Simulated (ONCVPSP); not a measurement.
**Pseudopotential generation for Ga (Z = 31): ONCV, PBE, scalar-relativistic.**

* Element: Ga
* Generator: ONCVPSP 4.0.1
* Type: optimised norm-conserving Vanderbilt (ONCV)
* Functional: PBE
* Relativity: scalar-relativistic
* Frozen core: [Ar]
* Valence charge: 13
* Reference configuration: 3d10 4s2 4p0.5 (charge +0.5)
* Partial waves: 4s: rc 1.75 bohr, ncon 4, nbas 7, qcut 4.5 1/bohr, 2 projectors, debl 0.7 Ha; 4p: rc 1.80 bohr, ncon 5, nbas 9, qcut 4.7 1/bohr, 1 projector; 3d: rc 1.30 bohr, ncon 4, nbas 9, qcut 13.9 1/bohr, 2 projectors, debl 3.8 Ha
* Local potential: polynomial inside 1.25 bohr (lpopt 5, dvloc0 3 Ha)
* Core correction: none

Q: Does this generation succeed?

A: No. ONCVPSP 4.0.1 stopped with "ERROR pspot: first pseudo wave function has node, program will stop": the optimised pseudo-wave of the first projector has a node, so the radial equation cannot be inverted for a potential. It happened in the s channel.
